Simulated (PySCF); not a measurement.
Stepwise substitution at one centre (Ga SiH3-SH). Isolated molecules, 0 K electronic values unless said otherwise. One relaxed conformer stands for each flexible species; it need not be the lowest. Strings in code marks are SMILES.

The HOMO–LUMO gap from two functionals at the same geometries (PBE0-D3(BJ)/def2-TZVP), both in PySCF: PBE-D3(BJ)/def2-TZVP and M06-2X/def2-TZVP. 

| species | PBE-D3(BJ)/def2-TZVP (eV) | M06-2X/def2-TZVP (eV) |
|---|---|---|
| 0 of 3 SiH3 replaced by SH (`[SiH3][Ga]([SiH3])[SiH3]`) | 2.91 | 6.14 |
| 1 of 3 SiH3 replaced by SH | 3.62 | 6.87 |
| 2 of 3 SiH3 replaced by SH (`[SiH3][Ga]([SH])[SH]` (S–Ga–S–H torsion -179°, S–Ga–S–H torsion 0°)) | 4.00 | 7.67 |
| 3 of 3 SiH3 replaced by SH (`[SH][Ga]([SH])[SH]`) | 4.58 | 8.64 |

Over these rows, drawn at random from the members with no instability flagged (it was tested for open shells, ions and some series alone), PBE minus M06-2X: mean -3.55 eV, from -4.06 eV to -3.23 eV.
